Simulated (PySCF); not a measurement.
This PySCF input asks for the NMR shieldings of `CC1=CCP(C(F)(F)F)C1`, C$_{6}$H$_{8}$F$_{3}$P; the geometry comes from GFN2-xTB.

```python
import basis_set_exchange as bse
import numpy as np
from pyscf import gto, dft
from pyscf.prop import nmr

atoms = """
C     2.328177    0.587111   -0.161626
C     1.025658    0.050216    0.324952
C     0.627248   -1.210835    0.275025
C    -0.722936   -1.535624    0.842486
P    -1.536202    0.097925    1.217638
C    -2.185415    0.381369   -0.541914
F    -1.303032    0.190694   -1.535888
F    -2.632003    1.641779   -0.673823
F    -3.223299   -0.431639   -0.796551
C     0.059551    1.019244    0.960891
H     2.158701    1.322982   -0.946896
H     2.860545    1.082539    0.649934
H     2.950197   -0.210695   -0.557412
H     1.220892   -2.011632   -0.134713
H    -1.340752   -2.124901    0.158715
H    -0.629381   -2.108684    1.770809
H     0.436476    1.353988    1.932524
H    -0.103183    1.912481    0.350875
"""
names = dict.fromkeys(["C", "P", "F", "H"], "pcSseg-1")
basis = {el: gto.basis.parse(bse.get_basis(n, elements=[el], fmt="nwchem")) for el, n in names.items()}
mol = gto.M(atom=atoms, basis=basis, charge=0, verbose=0)
mf = dft.RKS(mol, xc="PBE0")
mf.grids.level = 2
mf.grids.alignment = dft.numint.BLKSIZE   # the property module wants whole blocks of grid points
mf.conv_tol = 1e-9
mf.kernel()

calc = nmr.RKS(mf)   # GIAO
C = mf.mo_coeff
Co = C[:, mf.mo_occ > 0]
resp = mf.gen_response(singlet=True, hermi=2)
def vind(x):   # induced exchange potential for any number of trial vectors
    d = np.einsum("pi,xij,qj->xpq", C, 2 * x.reshape(-1, C.shape[1], Co.shape[1]), Co, optimize=True)
    return np.einsum("xpq,pi,qj->xij", resp(d - d.transpose(0, 2, 1)), C, Co, optimize=True).ravel()
mo1, _ = nmr.rhf.solve_mo1(calc, with_cphf=vind)
sigma = calc.kernel(mo1)
for i, s in enumerate(sigma):   # ppm
    w = np.linalg.eigvalsh((s + s.T) / 2)
    print("%2d %-2s iso %8.1f  s11 %8.1f  s22 %8.1f  s33 %8.1f" % (i, mol.atom_pure_symbol(i), w.mean(), *w))
```

Question: What are the results?

Answer: 
```
 0 C  iso    166.1  s11    149.9  s22    160.0  s33    188.3
 1 C  iso     38.8  s11    -69.1  s22     53.2  s33    132.3
 2 C  iso     55.4  s11    -41.0  s22     79.9  s33    127.4
 3 C  iso    151.2  s11    125.9  s22    151.4  s33    176.3
 4 P  iso    329.4  s11    284.8  s22    291.4  s33    412.0
 5 C  iso     43.2  s11     30.7  s22     41.2  s33     57.6
 6 F  iso    253.5  s11    176.4  s22    246.2  s33    337.7
 7 F  iso    250.5  s11    164.9  s22    252.5  s33    334.2
 8 F  iso    251.6  s11    165.7  s22    254.9  s33    334.3
 9 C  iso    148.0  s11    120.8  s22    145.6  s33    177.5
10 H  iso     29.8  s11     25.5  s22     28.6  s33     35.3
11 H  iso     29.9  s11     25.6  s22     27.9  s33     36.3
12 H  iso     29.4  s11     24.6  s22     28.1  s33     35.5
13 H  iso     26.0  s11     23.1  s22     26.6  s33     28.2
14 H  iso     28.8  s11     24.6  s22     27.5  s33     34.3
15 H  iso     28.8  s11     23.8  s22     26.5  s33     36.2
16 H  iso     29.0  s11     24.0  s22     27.5  s33     35.6
17 H  iso     29.1  s11     25.1  s22     28.8  s33     33.4
```

These numbers come from an equivalent density-fitted implementation of the same equations, which agrees with the script to about 0.01 ppm for H and up to a few tenths of a ppm for heavy atoms, so last digits may differ.

Size and cost of the density-fitted run: 217 basis functions, 50 s wall time on 1 thread of an Arm Neoverse V1, shared host; peak memory 0.88 GiB.
